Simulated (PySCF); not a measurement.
Compound: C₇H₁₅N.
Numbering: `[CH3:1][NH:2][C@H:3]([CH3:4])[C:5]1([CH3:6])[CH2:7][CH2:8]1` (hydrogens: H9, H10, H11 on C1; H12 on N2; H13 on C3; H14, H15, H16 on C4; H17, H18, H19 on C6; H20, H21 on C7; H22, H23 on C8)

Computed with PySCF, PBE0-D3(BJ)/def2-SVP geometry optimisation, gas phase.

**Question.** List the bond lengths, angles and torsions at this level.

**Answer.** 
```json
{"bond": "C1–N2", "length (pm)": "144.1", "order": "single"}
{"bond": "N2–C3", "length (pm)": "145.0", "order": "single"}
{"bond": "C3–C4", "length (pm)": "152.3", "order": "single"}
{"bond": "C3–C5", "length (pm)": "152.3", "order": "single"}
{"bond": "C5–C6", "length (pm)": "151.1", "order": "single"}
{"bond": "C5–C7", "length (pm)": "149.9", "order": "single"}
{"bond": "C7–C8", "length (pm)": "150.3", "order": "single"}
{"bond": "C5–C8", "length (pm)": "150.6", "order": "single"}
{"bond": "C1–H9, C1–H11", "length (pm)": "110.1", "order": "single"}
{"bond": "C1–H10", "length (pm)": "111.3", "order": "single"}
{"bond": "N2–H12", "length (pm)": "101.7", "order": "single"}
{"bond": "C3–H13", "length (pm)": "111.7", "order": "single"}
{"bond": "C4–H14, C4–H15, C4–H16", "length (pm)": "110.0", "order": "single"}
{"bond": "C6–H17, C6–H18, C6–H19", "length (pm)": "110.1", "order": "single"}
{"bond": "C7–H20", "length (pm)": "109.4", "order": "single"}
{"bond": "C7–H21", "length (pm)": "109.4", "order": "single"}
{"bond": "C8–H22", "length (pm)": "109.4", "order": "single"}
{"bond": "C8–H23", "length (pm)": "109.5", "order": "single"}
```

Bonds in one row agree within 1 pm and their mean is given. Orders are formal, as drawn. A selection of angles:
```json
{"angle": "C1–N2–C3", "degrees": "115.9"}
{"angle": "N2–C3–C4", "degrees": "111.5"}
{"angle": "N2–C3–C5", "degrees": "108.7"}
{"angle": "C4–C3–C5", "degrees": "112.1"}
{"angle": "C3–C5–C6", "degrees": "115.7"}
{"angle": "C3–C5–C7", "degrees": "117.1"}
{"angle": "C3–C5–C8", "degrees": "116.1"}
{"angle": "C6–C5–C7", "degrees": "118.3"}
{"angle": "C6–C5–C8", "degrees": "118.1"}
{"angle": "C7–C5–C8", "degrees": "60.0"}
{"angle": "C5–C7–C8", "degrees": "60.2"}
{"angle": "C5–C8–C7", "degrees": "59.7"}
{"angle": "H12–N2–C1", "degrees": "110.0"}
{"angle": "H12–N2–C3", "degrees": "108.3"}
```

Dihedral angles: C1–N2–C3–C4 -66° (synclinal); N2–C3–C5–C6 63° (synclinal); C3–C5–C7–C8 106° (anticlinal); C3–C5–C8–C7 -108° (anticlinal).

Of the pairs four or more bonds apart, C4···H11 is among the closest relative to their van der Waals radii: 2.79 Å, 96 % of the sum of Bondi's values. The C–C distances run from 1.499 Å (C5–C7, drawn single) to 1.523 Å (C3–C4, drawn single), a spread of 0.024 Å. N2 (secondary amine nitrogen) is pyramidal (angles 115.9°, 110.0° and 108.3°, sum 334.2°, 0.38 Å off the plane of its three neighbours). The 3-membered ring C5–C7–C8 has internal angles of 59.7° to 60.2°.

Point group: C1 (no symmetry element, even within 0.4 Å). PBE0-D3(BJ)/def2-SVP frequencies: not computed here. The numbers are those of one conformer.
